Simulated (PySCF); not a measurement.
Which determinant of SiBr lies lowest?

Unrestricted PBE0; Si def2-TZVPPD, Br def2-TZVPPD; no relativity (PySCF 2.14). Outer shells of the fragments: Si 3s2 3p2; Br 3d10 4s2 4p5.

Followed along the bond (rough minima from three points):

```csv
2Ms+1,unpaired,⟨S²⟩ at the start,R at minimum (Å),Te (eV)
2,π ↑,0.76,2.24,0.00
4,"σ ↑, π ↑↑",3.75,2.24,2.75
```

Solutions found at the starting distance of 2.230 Å, counted from the lowest of them; the search is not exhaustive and high or unbound solutions are not listed, so other states can lie among these:

| 2Ms+1 | unpaired | term | E (eV) | ⟨S²⟩ | ⟨Lz²⟩ | μ (D) |
| --- | --- | --- | --- | --- | --- | --- |
| 2 | π ↑ | ²Π | 0.00 | 0.76 | 1.01 | -0.76 |
| 4 | σ ↑, π ↑↑ | ⁴Σ⁻ | 2.75 | 3.75 | 0.00 | -0.47 |
| 2 | σ ↑ | ²Σ⁺ | 2.98 | 0.75 | 0.00 | -0.31 |
| 2 | σ ↑, π ↑↓ | mixed | 3.65 | 1.76 | 2.03 | 0.05 |
| 2 | σ ↓, π ↑↑ | mixed | 3.88 | 1.77 | 0.00 | 0.43 |
| 4 | π ↑↑↑ | ⁴Π | 4.47 | 3.77 | 1.01 | 3.53 |

A term symbol is given only where ⟨S²⟩ and ⟨Lz²⟩ are close to those of a pure state; real π, δ and φ orbitals otherwise mix terms. A positive dipole means Si(−)Br(+).

Spin–orbit coupling is left out. Counting both spins, an empty level lies below a filled one in some of these solutions, because spin and occupation are held.
